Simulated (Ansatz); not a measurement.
Stepwise reaction of `O[SiH](O)[SiH3]` with hydrogen fluoride, as a gas-phase model of exchange steps in deposition or etching. ΔE in kJ/mol; ΔG adds harmonic PBE0-D4 terms to CCSD(T)/CBS, at 1 bar.

Program: Ansatz. Geometries: PBE0-D4/def2-TZVP. ΔE: electronic, gas phase. CCSD(T)/CBS is the MP2 limit (def2-TZVPP, def2-QZVPP) plus CCSD(T) − MP2 in def2-TZVPP, frozen cores. This one scheme is used for every species. Functionals use def2-TZVPP. B3LYP here is the variant with VWN-RPA as its local correlation; programs differ in this. One conformer a species, not always the lowest.

```tsv
step	reaction	PBE-D4	B3LYP-D4	ωB97M-V	CCSD(T)/CBS	ΔG(600 K)
1	`O[SiH](O)[SiH3]` + H–F → `O[Si](O)(F)[SiH3]` + H₂	-137.8	-147.4	-147.7	-143.4	-142.1
```

Problem. Give the row of step 2, `O[Si](O)(F)[SiH3]` + H–F → `O[Si](O)(F)[SiH2]F` + H₂. (An estimate is asked.)

Solution. Ansatz gave: 
| step | reaction | PBE-D4 | B3LYP-D4 | ωB97M-V | CCSD(T)/CBS | ΔG(600 K) |
| --- | --- | --- | --- | --- | --- | --- |
| 2 | `O[Si](O)(F)[SiH3]` + H–F → `O[Si](O)(F)[SiH2]F` + H₂ | -90.5 | -101.2 | -98.8 | -95.9 | -93.1 |

Problem. By hand: ΔE of the 2 steps together at CCSD(T)/CBS.

Solution. (-143.4) + (-95.9) = -239.3 kJ/mol, or -119.7 kJ/mol a step.

In ΔE each step is higher than the one before. All are downhill at CCSD(T)/CBS. ΔG lies between -142.1 and -93.1 kJ/mol a step. PBE-D4 differs from CCSD(T)/CBS by 5.4 to 5.6 kJ/mol a step. Isolated molecules leave out the surface, adducts and barriers. Largest T1 diagnostic: 0.013.
